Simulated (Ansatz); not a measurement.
Born–Oppenheimer molecular dynamics of AlClFH3O (7 atoms, charge 0, multiplicity 1). It starts at the highest image of a converged band, a first-order saddle point between two minima.

Level of theory: RKS PBE0-D4/cc-pVDZ (Ansatz 0.2.0).

```json
{"ensemble": "NVE (velocity Verlet)", "time step": "0.5 fs", "steps asked": "200", "starting velocities drawn for": "300 K", "seed": "9216"}
```

First frame:

```xyz
7
Properties=species:S:1:pos:R:3
Al -0.119 0.270 -0.009
Cl 0.014 0.093 2.426
H 1.260 -0.175 -0.622
O -1.702 -0.181 -0.512
H -1.866 -0.947 -1.068
F -0.166 1.968 0.616
H -0.097 1.396 1.788
```

Task: How far do the bonds stretch over the last three quarters of this one trajectory? (Pairs bonded in most of those frames.)

Result: 
| bond | mean (Å) | spread (Å) | shortest | longest |
| --- | --- | --- | --- | --- |
| Al1–Cl2 | 2.706 | 0.150 | 2.48 | 2.97 |
| Al1–H3 | 1.580 | 0.010 | 1.56 | 1.60 |
| Al1–O4 | 1.726 | 0.014 | 1.70 | 1.75 |
| Al1–F6 | 1.738 | 0.029 | 1.69 | 1.78 |
| Cl2–H7 | 1.328 | 0.026 | 1.30 | 1.41 |
| O4–H5 | 0.962 | 0.006 | 0.95 | 0.97 |

Mean temperature of the second half: 223 K. The conserved energy stayed within 0.022 meV per atom of its start (net change 0.012 meV per atom), so the integration is sound. A run of 0.1 ps of so small a system gives no equilibrium averages. The orbitals stay closed-shell, which can raise the energy where a bond breaks towards radicals; this wasn't checked here.

The run took 6.8 min on 2 threads of Intel(R) Xeon(R) Platinum 8259CL CPU @ 2.50GHz (Skylake/Cascade Lake), on a shared host, peak memory 0.18 GiB.
